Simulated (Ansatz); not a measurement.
One change: `[OH][Zr]([OH])([OH])[SH]` becomes `C[NH][Zr]([OH])([OH])[OH]`.

Ansatz, PBE0-D4/def2-TZVP geometries, multiplicity 1. Each molecule was computed in one conformer, which needn't be the lowest.

Elements past krypton have def2 core potentials.

```tsv
property	`[OH][Zr]([OH])([OH])[SH]`
HOMO–LUMO gap (PBE0/def2-TZVPP) / eV	6.54
HOMO–LUMO gap (B3LYP/def2-TZVPP) / eV	6.04
ideal-gas entropy at 298 K and 1 bar (rigid rotor, harmonic PBE0-D4/def2-TZVP) / J/(mol·K)	427
LUMO energy (ωB97M-V/def2-TZVPP) / eV	0.60
HOMO energy (PBE0/def2-TZVPP) / eV	-6.95
size of the dipole moment (ωB97M-V/def2-TZVPP) / D	3.53
```

Question: What does the change do to each property? (Best estimate.)

Answer: The calculation gave: 
```json
{"property": "HOMO–LUMO gap (PBE0/def2-TZVPP) / eV", "`C[NH][Zr]([OH])([OH])[OH]`": "6.38", "shift": "-0.16"}
{"property": "HOMO–LUMO gap (B3LYP/def2-TZVPP) / eV", "`C[NH][Zr]([OH])([OH])[OH]`": "5.87", "shift": "-0.17"}
{"property": "ideal-gas entropy at 298 K and 1 bar (rigid rotor, harmonic PBE0-D4/def2-TZVP) / J/(mol·K)", "`C[NH][Zr]([OH])([OH])[OH]`": "445", "shift": "18"}
{"property": "LUMO energy (ωB97M-V/def2-TZVPP) / eV", "`C[NH][Zr]([OH])([OH])[OH]`": "0.81", "shift": "0.21"}
{"property": "HOMO energy (PBE0/def2-TZVPP) / eV", "`C[NH][Zr]([OH])([OH])[OH]`": "-6.44", "shift": "0.51"}
{"property": "size of the dipole moment (ωB97M-V/def2-TZVPP) / D", "`C[NH][Zr]([OH])([OH])[OH]`": "0.48", "shift": "-3.05"}
```

With PBE0 the HOMO rises by 0.51 eV and the LUMO rises by 0.35 eV, so the gap narrows by about 0.16 eV. PBE moves the HOMO by 0.61 eV and ωB97M-V by 0.36 eV. The zero-point energy changes by 117.6 kJ/mol with +12 modes. Dipoles are sizes alone; their direction can turn. Modes under 60 cm⁻¹, often nearly free rotors, make the harmonic entropy too high.

B3LYP here is the variant with VWN-RPA as its local correlation; programs differ in this.
